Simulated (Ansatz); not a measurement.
C$_{4}$H$_{13}$GaN$_{2}$O (`C[N](C)[Ga]([OH])[N](C)C`). Charge 0, multiplicity 1. All single points use the PBE0-D4/def2-TZVP geometry. It is one conformer, not always the lowest.

```xyz
21

C     2.236   -0.502    0.276
N     1.017   -0.681    1.019
C     1.186   -1.505    2.187
Ga   -0.593    0.035    0.562
O    -1.907    0.117    1.779
N    -1.052    0.704   -1.058
C    -2.260    1.470   -1.226
C    -0.318    0.518   -2.279
H     2.094    0.188   -0.557
H     3.032   -0.085    0.911
H     2.615   -1.451   -0.134
H     1.909   -1.070    2.893
H     1.552   -2.510    1.927
H     0.239   -1.634    2.717
H    -1.615   -0.025    2.681
H    -2.937    0.998   -1.953
H    -2.048    2.486   -1.592
H    -2.797    1.558   -0.280
H    -0.946    0.053   -3.054
H     0.048    1.471   -2.691
H     0.544   -0.134   -2.130
```

Question: What is the dipole moment at B3LYP/def2-TZVPP? (Best estimate.)

Answer: Computed: 1.69 D, with components (1.66, -0.32, 0.05) D in this frame, pointing from negative to positive charge.

Question: And with PBE, r2SCAN, ωB97M-V? (Best estimate.)

Answer: Ansatz gave: PBE 1.59 D, r2SCAN 1.65 D, ωB97M-V 1.70 D.

Question: Give the Mulliken charges with B3LYP, r2SCAN, PBE in def2-TZVPP. (Estimate.)

Answer: Computed: 
```csv
atom,B3LYP,r2SCAN,PBE
C1,-0.17,-0.04,-0.18
N2,-0.21,-0.23,-0.13
C3,-0.16,-0.03,-0.17
Ga4,0.40,0.39,0.26
O5,-0.44,-0.45,-0.39
N6,-0.22,-0.23,-0.14
C7,-0.17,-0.04,-0.18
C8,-0.17,-0.04,-0.17
H9,0.08,0.04,0.08
H10,0.08,0.04,0.08
H11,0.08,0.05,0.08
H12,0.08,0.04,0.08
H13,0.08,0.04,0.08
H14,0.07,0.02,0.06
H15,0.16,0.18,0.17
H16,0.08,0.04,0.07
H17,0.08,0.04,0.08
H18,0.10,0.06,0.10
H19,0.08,0.04,0.08
H20,0.08,0.04,0.08
H21,0.08,0.04,0.08
```

B3LYP here is the variant with VWN-RPA as its local correlation; programs differ in this.
